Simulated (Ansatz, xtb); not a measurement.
**Relative energy of two isomers of C2H10B3N3**

Structure a is `CB1NBNB(C)N1`, a singlet and structure b is `CCB1NBNBN1`, a singlet. Both are isolated molecules in the gas phase, relaxed with r2SCAN-D4/def2-SVP; the shapes shown needn't be the lowest conformers.

a (Å):

```json
{"atom": "C", "x (Å)": "-0.4391", "y (Å)": "3.0209", "z (Å)": "1.1965"}
{"atom": "C", "x (Å)": "-0.3867", "y (Å)": "-1.9481", "z (Å)": "-0.6094"}
{"atom": "B", "x (Å)": "-0.1739", "y (Å)": "1.9873", "z (Å)": "0.0299"}
{"atom": "B", "x (Å)": "0.4562", "y (Å)": "1.5106", "z (Å)": "-2.3656"}
{"atom": "B", "x (Å)": "-0.1549", "y (Å)": "-0.4009", "z (Å)": "-0.8374"}
{"atom": "N", "x (Å)": "0.2363", "y (Å)": "2.4138", "z (Å)": "-1.2811"}
{"atom": "N", "x (Å)": "0.2532", "y (Å)": "0.1195", "z (Å)": "-2.1153"}
{"atom": "N", "x (Å)": "-0.3523", "y (Å)": "0.5723", "z (Å)": "0.1995"}
{"atom": "H", "x (Å)": "-1.4275", "y (Å)": "3.4962", "z (Å)": "1.0617"}
{"atom": "H", "x (Å)": "-0.4402", "y (Å)": "2.5589", "z (Å)": "2.1965"}
{"atom": "H", "x (Å)": "0.2990", "y (Å)": "3.8400", "z (Å)": "1.2040"}
{"atom": "H", "x (Å)": "0.3782", "y (Å)": "3.4042", "z (Å)": "-1.4446"}
{"atom": "H", "x (Å)": "0.8031", "y (Å)": "1.9093", "z (Å)": "-3.4549"}
{"atom": "H", "x (Å)": "0.4075", "y (Å)": "-0.5326", "z (Å)": "-2.8760"}
{"atom": "H", "x (Å)": "-0.5205", "y (Å)": "-2.2217", "z (Å)": "0.4490"}
{"atom": "H", "x (Å)": "-1.2906", "y (Å)": "-2.2832", "z (Å)": "-1.1489"}
{"atom": "H", "x (Å)": "0.4483", "y (Å)": "-2.5486", "z (Å)": "-1.0083"}
{"atom": "H", "x (Å)": "-0.6374", "y (Å)": "0.2375", "z (Å)": "1.1137"}
```

b (Å):

```csv
atom,x (Å),y (Å),z (Å)
C,1.5724,-1.8570,-1.6775
C,1.6236,-0.4652,-1.0260
B,0.1860,0.1946,-0.9374
B,-1.5713,1.7724,-1.8320
B,-2.0976,0.3073,0.1357
N,-0.2620,1.2007,-1.8608
N,-2.4683,1.3033,-0.8221
N,-0.7742,-0.2220,0.0494
H,2.5663,-2.3315,-1.7251
H,0.9086,-2.5389,-1.1202
H,1.1830,-1.8037,-2.7077
H,2.3171,0.1813,-1.5933
H,2.0562,-0.5557,-0.0121
H,0.3871,1.5218,-2.5705
H,-1.9072,2.6184,-2.6289
H,-3.4019,1.6945,-0.7806
H,-2.8739,-0.0693,0.9839
H,-0.4947,-0.9274,0.7224
```

Problem. Which of the two would you expect CCSD(T)/def2-SVP + ΔMP2/def2-TZVPP electronic energies to favour?

Solution. Structure a; the calculation gives E(b) − E(a) = +12.7 kcal/mol.

How the difference moves with the method:

```json
{"level": "GFN2-xTB", "geometry": "GFN2-xTB", "E(b) − E(a) (kcal/mol)": "−0.7", "departure from the last row (kcal/mol)": "−13.4", "job, with rough time for the two": "optimisation, 0.31 s"}
{"level": "HF/STO-3G", "geometry": "GFN2-xTB", "E(b) − E(a) (kcal/mol)": "+10.8", "departure from the last row (kcal/mol)": "−1.9", "job, with rough time for the two": "single point, 0.46 s"}
{"level": "r2SCAN-D4/def2-SVP//GFN2-xTB", "geometry": "GFN2-xTB", "E(b) − E(a) (kcal/mol)": "+13.6", "departure from the last row (kcal/mol)": "+1.0", "job, with rough time for the two": "single point, 4.9 s"}
{"level": "r2SCAN-D4/def2-SVP", "geometry": "r2SCAN-D4/def2-SVP", "E(b) − E(a) (kcal/mol)": "+13.4", "departure from the last row (kcal/mol)": "+0.7", "job, with rough time for the two": "optimisation, 32 s"}
{"level": "HF/def2-SVP", "geometry": "r2SCAN-D4/def2-SVP", "E(b) − E(a) (kcal/mol)": "+12.3", "departure from the last row (kcal/mol)": "−0.3", "job, with rough time for the two": "part of the CCSD(T) run"}
{"level": "MP2/def2-SVP", "geometry": "r2SCAN-D4/def2-SVP", "E(b) − E(a) (kcal/mol)": "+11.7", "departure from the last row (kcal/mol)": "−1.0", "job, with rough time for the two": "part of the CCSD(T) run"}
{"level": "CCSD(T)/def2-SVP", "geometry": "r2SCAN-D4/def2-SVP", "E(b) − E(a) (kcal/mol)": "+11.2", "departure from the last row (kcal/mol)": "−1.4", "job, with rough time for the two": "single point"}
{"level": "CCSD(T)/def2-SVP + ΔMP2/def2-TZVPP", "geometry": "r2SCAN-D4/def2-SVP", "E(b) − E(a) (kcal/mol)": "+12.7", "departure from the last row (kcal/mol)": "", "job, with rough time for the two": "single point, 2.4 min"}
```

As drawn, b has 1 C–C, 1 B–H in place of 1 C–B, 1 C–H.

GFN2-xTB puts the two in the other order. The largest departure from CCSD(T)/def2-SVP + ΔMP2/def2-TZVPP is that of GFN2-xTB, 13.4 kcal/mol. A small imaginary or near-zero mode remains, so no thermal terms are given. The last row adds to CCSD(T) the change of the MP2 difference between the two basis sets, here +1.4 kcal/mol.

The correlated steps freeze 8 core orbitals. Programs: Ansatz 0.2.0, xtb 6.7.1; the last row on 4 threads of Arm Neoverse V1 on a shared host.
